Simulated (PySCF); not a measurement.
CH₉GeNSi, SMILES [GeH3][NH][SiH2]C. Geometry optimised at PBE0-D3(BJ)/def2-SVP. The structure was generated by enumeration, and PubChem lists no compound with its InChIKey, so it may never have been made. The values are those of a single conformer.

Problem. Give the equilibrium geometry at PBE0-D3(BJ)/def2-SVP (PySCF confirms it by a frequency run) as bond lengths and angles. (The exact figures need the calculation; the answer reports its results.)

Solution. One answer among several that fit: 
Atoms: Si1 C2 N3 Ge4 H5 H6 H7 H8 H9 H10 H11 H12 H13. Bond lengths (Å): Si1–C2 1.874, Si1–N3 1.739, Si1–H5 1.499, Si1–H6 1.503, C2–H7 1.101, C2–H8 1.101, C2–H9 1.102, N3–Ge4 1.838, N3–H10 1.015, Ge4–H11 1.545, Ge4–H12 1.540, Ge4–H13 1.539. Bond angles (°): C2–Si1–N3 108.9, C2–Si1–H5 110.7, C2–Si1–H6 108.6, N3–Si1–H5 109.2, N3–Si1–H6 113.0, H5–Si1–H6 106.4, Si1–C2–H7 111.2, Si1–C2–H8 110.1, Si1–C2–H9 111.5, H7–C2–H8 108.2, H7–C2–H9 108.3, H8–C2–H9 107.4, Si1–N3–Ge4 128.2, Si1–N3–H10 116.9, Ge4–N3–H10 113.5, N3–Ge4–H11 111.9, N3–Ge4–H12 109.8, N3–Ge4–H13 106.6, H11–Ge4–H12 108.5, H11–Ge4–H13 109.7, H12–Ge4–H13 110.3.
